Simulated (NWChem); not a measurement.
System: CH3ClSn, singlet; SMILES [Cl][Sn][CH3]

Input file for NWChem:

```
start job
memory heap 200 mb stack 900 mb global 1100 mb
geometry units angstroms noautoz
  Sn    -0.364608     0.478957     0.000984
  Cl     0.281017    -1.836159    -0.001050
  C      1.707171     1.205689     0.001284
  H      1.762989     2.305007     0.007536
  H      2.228377     0.818728    -0.889938
  H      2.232413     0.807969     0.885275
end
basis spherical
  * library def2-svp
end
ecp
  Sn library def2-ecp
end
dft
  xc pw6b95
  iterations 150
  mulliken
end
task dft energy
```

Low-valent species are run as closed-shell singlets; no triplet was tried in these runs. Coordinates come from a PBE0/def2-SVP optimisation. def2 effective core potentials on Sn; no spin-orbit coupling.

**Question.** Predict the main results of this run. (PW6B95/def2-SVP with def2 effective core potentials on Sn.) Quantities: energy (Ha); highest occupied level (eV); orbital gap (eV); dipole (D).

**Answer.** 
| Property | Value |
|---|---|
| energy (Ha) | -714.81 |
| highest occupied level (eV) | -6.65 |
| orbital gap (eV) | 4.03 |
| dipole (D) | 2.81 |
